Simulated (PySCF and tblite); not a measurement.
Values are calculated unless marked as measured or tabulated.
System: C6H7NSi, numbered as in [N:1]#[C:2][C:3]1=[CH:4][C@@H:5]([SiH3:6])[CH:7]=[CH:8]1.

For the shift of H on C5 from C5 to C7: electronic barrier 26.03 kcal/mol, zero-point change -2.73 kcal/mol, thermal and entropy terms at 400 K a further -0.04 kcal/mol (symmetry numbers apart). The minimum is C1, the saddle C1. Level: revPBE/pcSseg-1 + D3(BJ), IEF-PCM methanol on B3LYP-D3(BJ)/def2-SVP stationary points, with GFN2-xTB thermal terms. Rates follow Eyring's equation with the number of equivalent paths and no tunnelling. (PySCF 2.14 with density fitting, tblite 0.8.)

Q: How many equivalent paths lead out of the minimum?

A: 1: the symmetry number of the minimum is 1, that of the saddle displaced along its mode 1.

Q: Work out the rate at 400 K.

A: ΔG‡ = 23.26 kcal/mol; k_B T/h = 8.3×10¹² s⁻¹; exp(−ΔG‡/RT) = 2×10⁻¹³; times 1 gives k = 1.6 s⁻¹.

Tunnelling of the moving H, left out here, will speed the real process.
